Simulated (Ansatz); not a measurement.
`FCOC[SiH3]` + `O[SiH](O)[SiH3]` → `O[SiH]([SiH3])O[SiH3]` + `COCF`  (ligand exchange at the Si–C bond)

Program: Ansatz. Geometries: PBE0-D4/def2-TZVP. ΔE: electronic, gas phase. CCSD(T)/CBS adds triple-zeta CCSD(T) − MP2 to the extrapolated MP2 energy (def2 sets, frozen cores). This one scheme is used for every species. DFT in def2-TZVPP. One conformer a species, not always the lowest.

CCSD(T)/CBS gives -1.28 eV.

Another level gave -1.23 eV. Which?
A. PBE0/def2-TZVPP
B. B2PLYP/def2-TZVPP
C. r2SCAN/def2-TZVPP
D. HF/def2-TZVPP

C. r2SCAN -1.23, B2PLYP -1.30, PBE0 -1.18, HF/def2-TZVPP -1.52 eV.

Largest T1 diagnostic among the species: 0.013.

In def2-TZVPP, CCSD(T) changes the Hartree–Fock value by +0.25 eV (the triples alone add +0.04 eV) and MP2 by +0.22 eV. From PBE to PBE0 (25 % exact exchange), in def2-TZVPP and without D4, ΔE moves by −0.08 eV.
